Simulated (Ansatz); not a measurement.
One change: `CO[SiH2][NH][GeH3]` becomes `CO[SiH2]N[SiH2]Cl`.

Ansatz, PBE0-D4/def2-TZVP geometries, multiplicity 1. Each molecule was computed in one conformer, which needn't be the lowest.

Scalar relativity is left out up to krypton.

```tsv
property	`CO[SiH2][NH][GeH3]`
HOMO energy (ωB97M-V/def2-TZVPP) / eV	-9.90
size of the dipole moment (ωB97M-V/def2-TZVPP) / D	0.24
HOMO–LUMO gap (PBE0/def2-TZVPP) / eV	7.86
LUMO energy (B3LYP/def2-TZVPP) / eV	0.04
size of the dipole moment (PBE/def2-TZVPP) / D	0.27
HOMO energy (PBE/def2-TZVPP) / eV	-6.21
```

(1) What does the change do to each property? (An estimate is asked.)

Results:

(1) Ansatz gave: 
| property | `CO[SiH2]N[SiH2]Cl` | shift |
| --- | --- | --- |
| HOMO energy (ωB97M-V/def2-TZVPP) / eV | -10.47 | -0.57 |
| size of the dipole moment (ωB97M-V/def2-TZVPP) / D | 1.86 | 1.62 |
| HOMO–LUMO gap (PBE0/def2-TZVPP) / eV | 8.36 | 0.50 |
| LUMO energy (B3LYP/def2-TZVPP) / eV | 0.01 | -0.03 |
| size of the dipole moment (PBE/def2-TZVPP) / D | 1.78 | 1.51 |
| HOMO energy (PBE/def2-TZVPP) / eV | -6.69 | -0.48 |

With PBE0 the HOMO falls by 0.56 eV and the LUMO falls by 0.05 eV, so the gap widens by about 0.51 eV. PBE moves the HOMO by -0.48 eV and ωB97M-V by -0.57 eV. Dipoles are sizes alone; their direction can turn.

B3LYP here is the variant with VWN-RPA as its local correlation; programs differ in this.
